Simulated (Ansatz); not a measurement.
Steps of a relaxation of C2H3BO2 with RKS PBE-D4/def2-SVP.

```sh
$ ansatz run in.yaml --threads 2 --pin off --events-out ev --progress --plain --max-ram 4352MiB
```

```yaml
crystal:
  periodic: [false, false, false]
  atoms:
    - {symbol: O, position_ang: [0.963700, -1.770800, 1.147700]}
    - {symbol: C, position_ang: [0.584300, -0.683400, 0.598900]}
    - {symbol: B, position_ang: [0.519500, 0.979500, 0.516700]}
    - {symbol: C, position_ang: [-0.005000, 0.072900, -0.478200]}
    - {symbol: O, position_ang: [-1.469400, 0.014400, -0.384700]}
    - {symbol: H, position_ang: [0.815500, 2.065300, 0.950100]}
    - {symbol: H, position_ang: [0.402100, 0.000800, -1.482700]}
    - {symbol: H, position_ang: [-1.718500, -0.735800, -0.923600]}
basis:
  gaussian: {orbitals: def2-SVP}
hamiltonian: {xc: pbe, dispersion: d4}
relax: {f_tol: 0.03, max_steps: 200}
```

Positions (Å) and forces (eV/Å) along the path, 16 of 17 steps:

```xyz
8
step=1 energy=-6875.5357 eV
O     0.964   -1.771    1.148   -1.552    2.922   -2.150
C     0.584   -0.683    0.599    2.666   -1.321    3.550
B     0.519    0.980    0.517    1.986    0.661    3.891
C    -0.005    0.073   -0.478   -3.695   -2.521   -3.561
O    -1.469    0.014   -0.385    0.758    1.141    0.053
H     0.816    2.065    0.950   -0.183    0.081   -0.282
H     0.402    0.001   -1.483    0.323    0.007   -1.118
H    -1.718   -0.736   -0.924   -0.303   -0.970   -0.384
8
step=2 energy=-6876.1969 eV
O     0.930   -1.729    1.122   -0.595    0.816   -0.887
C     0.607   -0.654    0.614    1.198    0.054    1.874
B     0.549    0.961    0.575    0.849   -0.326    1.587
C    -0.015    0.058   -0.514   -2.000   -0.645   -2.073
O    -1.471    0.059   -0.450    0.509   -0.336   -0.468
H     0.817    2.060    0.988   -0.112    0.119   -0.155
H     0.410   -0.009   -1.537    0.128    0.029   -0.250
H    -1.735   -0.802   -0.855    0.024    0.288    0.373
8
step=3 energy=-6876.3602 eV
O     0.865   -1.711    1.080    0.046   -0.549    0.049
C     0.609   -0.620    0.625   -0.089    0.241    0.111
B     0.572    0.929    0.628   -0.067    0.321   -0.039
C    -0.020    0.071   -0.578   -0.010    0.131   -0.527
O    -1.453    0.105   -0.557   -0.285   -2.316   -0.135
H     0.801    2.048    1.019   -0.016    0.003    0.016
H     0.452    0.008   -1.594   -0.017   -0.001    0.198
H    -1.733   -0.888   -0.680    0.439    2.171    0.327
8
step=4 energy=-6876.4432 eV
O     0.848   -1.727    1.066   -0.040   -0.052   -0.148
C     0.601   -0.626    0.614   -0.030    0.204    0.261
B     0.563    0.939    0.622   -0.143   -0.166   -0.045
C    -0.007    0.072   -0.597    0.092    0.019   -0.272
O    -1.439    0.090   -0.569    0.010   -0.759    0.102
H     0.778    2.055    1.030   -0.008    0.014   -0.015
H     0.473    0.003   -1.604   -0.049   -0.006    0.049
H    -1.724   -0.864   -0.617    0.169    0.746    0.068
8
step=5 energy=-6876.4673 eV
O     0.834   -1.734    1.050    0.058   -0.076   -0.064
C     0.595   -0.625    0.612   -0.179    0.121    0.180
B     0.547    0.936    0.620   -0.203   -0.097   -0.012
C     0.010    0.069   -0.613    0.375    0.017   -0.233
O    -1.416    0.089   -0.555    0.142    0.371    0.134
H     0.748    2.054    1.029    0.023    0.002   -0.016
H     0.484   -0.007   -1.619   -0.101   -0.004   -0.024
H    -1.710   -0.838   -0.579   -0.115   -0.335    0.036
8
step=6 energy=-6876.5043 eV
O     0.819   -1.747    1.024    0.140    0.130   -0.027
C     0.575   -0.628    0.612   -0.348   -0.144    0.040
B     0.510    0.928    0.620   -0.279   -0.048   -0.041
C     0.045    0.065   -0.645    0.754   -0.035   -0.104
O    -1.375    0.102   -0.544    0.105    0.912    0.104
H     0.703    2.049    1.027    0.037   -0.022    0.004
H     0.507   -0.019   -1.652   -0.180   -0.014   -0.059
H    -1.691   -0.807   -0.498   -0.229   -0.779    0.083
8
step=7 energy=-6876.5532 eV
O     0.824   -1.754    1.007    0.190    0.183    0.037
C     0.555   -0.636    0.610   -0.383   -0.192   -0.131
B     0.469    0.919    0.618   -0.256   -0.085   -0.068
C     0.080    0.056   -0.671    0.822   -0.133    0.059
O    -1.338    0.125   -0.537    0.107    1.185    0.008
H     0.658    2.039    1.029   -0.016   -0.027    0.011
H     0.524   -0.038   -1.682   -0.195   -0.017   -0.077
H    -1.680   -0.767   -0.431   -0.269   -0.914    0.161
8
step=8 energy=-6876.6235 eV
O     0.854   -1.761    0.998    0.222    0.220    0.056
C     0.549   -0.651    0.604   -0.387   -0.180   -0.239
B     0.430    0.901    0.612   -0.202   -0.168   -0.038
C     0.116    0.034   -0.693    0.735   -0.268    0.156
O    -1.302    0.167   -0.535    0.151    1.193   -0.056
H     0.589    2.023    1.032   -0.111   -0.027   -0.017
H     0.541   -0.068   -1.709   -0.187   -0.019   -0.086
H    -1.684   -0.703   -0.366   -0.220   -0.751    0.224
8
step=10 energy=-6876.9471 eV
O     0.976   -1.791    0.971    0.169    0.493    0.004
C     0.556   -0.712    0.586   -0.256   -0.255   -0.354
B     0.323    0.823    0.599   -0.565   -0.332   -0.118
C     0.204   -0.056   -0.745    0.432   -0.476    0.505
O    -1.182    0.320   -0.530    0.334    0.789    0.201
H     0.326    1.961    1.014   -0.045   -0.140   -0.159
H     0.581   -0.164   -1.773   -0.164    0.045   -0.137
H    -1.692   -0.439   -0.178    0.097   -0.124    0.058
8
step=11 energy=-6877.1061 eV
O     1.057   -1.787    0.967    0.062    0.536    0.001
C     0.552   -0.742    0.588   -0.154   -0.292   -0.385
B     0.265    0.780    0.605   -0.723   -0.209   -0.163
C     0.221   -0.100   -0.748    0.321   -0.501    0.390
O    -1.136    0.388   -0.523    0.356    0.427    0.423
H     0.250    1.925    0.989    0.102   -0.079   -0.094
H     0.579   -0.191   -1.784   -0.101    0.081   -0.112
H    -1.695   -0.330   -0.150    0.137    0.038   -0.060
8
step=12 energy=-6877.2325 eV
O     1.175   -1.756    0.961   -0.618    0.881    0.030
C     0.503   -0.799    0.580    1.247   -0.956   -0.350
B     0.087    0.698    0.602    0.247    0.553    0.384
C     0.266   -0.194   -0.769   -0.154   -0.392    0.733
O    -1.015    0.499   -0.449   -1.292   -0.394   -0.532
H     0.152    1.861    0.928    0.454   -0.185    0.214
H     0.589   -0.210   -1.821   -0.051    0.189    0.009
H    -1.665   -0.156   -0.088    0.167    0.303   -0.487
8
step=13 energy=-6877.2674 eV
O     1.294   -1.667    1.033    0.300    0.144   -0.101
C     0.578   -0.787    0.598   -1.620    0.105   -0.245
B     0.016    0.654    0.632    0.425    0.736    0.415
C     0.176   -0.258   -0.727    0.574   -0.239   -0.767
O    -1.085    0.533   -0.507    0.397   -1.169    0.786
H     0.323    1.777    0.934   -0.062    0.061    0.027
H     0.543   -0.161   -1.757    0.135    0.059   -0.097
H    -1.752   -0.148   -0.262   -0.149    0.303   -0.019
8
step=14 energy=-6877.3714 eV
O     1.217   -1.696    1.007   -0.103    0.192    0.029
C     0.511   -0.795    0.589    0.142   -0.026   -0.244
B     0.072    0.697    0.618   -0.177   -0.067   -0.146
C     0.215   -0.221   -0.752   -0.168   -0.039    0.278
O    -1.091    0.472   -0.483    0.424   -0.085    0.127
H     0.317    1.835    0.939   -0.049   -0.112   -0.012
H     0.589   -0.143   -1.785   -0.075    0.030    0.002
H    -1.737   -0.206   -0.188    0.005    0.107   -0.034
8
step=15 energy=-6877.3857 eV
O     1.243   -1.678    1.017   -0.020    0.073    0.018
C     0.520   -0.799    0.584   -0.006   -0.015   -0.122
B     0.050    0.682    0.614    0.052    0.076    0.100
C     0.213   -0.244   -0.755   -0.088   -0.010    0.074
O    -1.069    0.488   -0.478    0.092   -0.175   -0.035
H     0.302    1.811    0.947    0.023   -0.031    0.002
H     0.577   -0.152   -1.789   -0.020    0.030    0.005
H    -1.743   -0.166   -0.196   -0.033    0.052   -0.042
8
step=16 energy=-6877.3884 eV
O     1.260   -1.662    1.021    0.008   -0.036    0.032
C     0.518   -0.803    0.585    0.028    0.052   -0.076
B     0.046    0.675    0.618   -0.030   -0.020    0.016
C     0.204   -0.257   -0.754   -0.061    0.001    0.044
O    -1.068    0.479   -0.484    0.020   -0.002    0.021
H     0.316    1.801    0.943    0.008    0.021    0.004
H     0.583   -0.139   -1.781   -0.021   -0.016    0.006
H    -1.766   -0.151   -0.204    0.049    0.001   -0.047
8
step=17 energy=-6877.3892 eV
O     1.261   -1.661    1.022   -0.007    0.011    0.003
C     0.521   -0.800    0.584    0.009   -0.019   -0.027
B     0.045    0.676    0.621    0.002    0.005    0.022
C     0.202   -0.257   -0.752   -0.007    0.011   -0.003
O    -1.066    0.481   -0.482   -0.004   -0.017    0.016
H     0.318    1.801    0.946   -0.004    0.008   -0.005
H     0.575   -0.142   -1.781    0.004   -0.013    0.005
H    -1.763   -0.154   -0.213    0.008    0.012   -0.011
```

It took 30 s on 2 threads of an Intel Xeon Platinum 8488C on a shared host, with 0.14 GiB of host memory at the peak.
